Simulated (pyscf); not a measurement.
Single points on ωB97X-D3(BJ)/def2-SVP structures (PySCF, gas phase).

### Question
What is the homolytic dissociation enthalpy (298 K, ωB97M-D3(BJ)/def2-TZVP) of the Al–O bond of `[CH3][Al]([CH3])[O][Zn][OH]`, to [H₃C–Al–CH₃]• + •O–Zn–OH?

### Answer
Al–O to [H₃C–Al–CH₃]• + •O–Zn–OH: 560.0 kJ/mol. The 7 functionals that were run give +526.3 (PBE) to +562.3 kJ/mol (M06-2X). The radicals are drawn with the spin at the cut bond; how far it spreads was not checked. Other isomers of [H₃C–Al–CH₃]•, •O–Zn–OH were not searched in full and may lie lower. Elements up to Kr have no core potential and no relativistic terms here.
